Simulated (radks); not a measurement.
Mn I, configuration [Ar] 3d5 4s2 (the NIST ground configuration). Calculated with a radial shooting solver on a logarithmic mesh with Libxc functionals: scalar-relativistic Kohn-Sham, LDA (Slater exchange, Perdew-Wang correlation), spin-polarised, spherical densities, finite nucleus; open shells are filled with parallel spins first; Fermi nuclear charge, rms radius 3.7057 fm; hard spherical wall at 3 bohr.

Unscreened Slater integrals over Kohn-Sham orbitals (eV). They are taken over the spin-up orbitals. Empty in this configuration: 4p.

\begin{tabular}{lr}
integral & value \\ \hline
F0(4s,4s) & 13.521 \\
F0(4s,3d) & 15.762 \\
G2(4s,3d) & 2.9333 \\
F0(4s,3p) & 16.314 \\
G1(4s,3p) & 1.9182 \\
F0(4s,3s) & 16.485 \\
G0(4s,3s) & 1.3725 \\
F0(4s,4p) & 13.472 \\
G1(4s,4p) & 9.3140 \\
F0(3d,3d) & 22.681 \\
F2(3d,3d) & 10.537 \\
F4(3d,3d) & 6.5578 \\
F0(3d,3p) & 24.493 \\
F2(3d,3p) & 11.539 \\
G1(3d,3p) & 14.419 \\
G3(3d,3p) & 8.6603 \\
F0(3d,3s) & 25.139 \\
G2(3d,3s) & 10.889 \\
F0(3d,4p) & 15.838 \\
F2(3d,4p) & 5.8114 \\
G1(3d,4p) & 2.7649 \\
G3(3d,4p) & 2.6282 \\
F0(3p,3p) & 26.839 \\
F2(3p,3p) & 13.354 \\
F0(3p,3s) & 27.619 \\
G1(3p,3s) & 18.253 \\
F0(3p,4p) & 16.457 \\
F2(3p,4p) & 5.3076 \\
G0(3p,4p) & 1.7601 \\
G2(3p,4p) & 2.1478 \\
F0(3s,3s) & 28.478 \\
F0(3s,4p) & 16.649 \\
G1(3s,4p) & 2.1359 \\
F0(4p,4p) & 13.448 \\
F2(4p,4p) & 7.3143 \\
\end{tabular}

Derived for the open shells (J is the average intra-shell exchange parameter used in DFT+U). 3d: Racah B = F2/49 - 5 F4/441 = 0.1407 eV, C = 35 F4/441 = 0.5205 eV, C/B = 3.70, F4/F2 = 0.622, J = (F2 + F4)/14 = 1.221 eV.
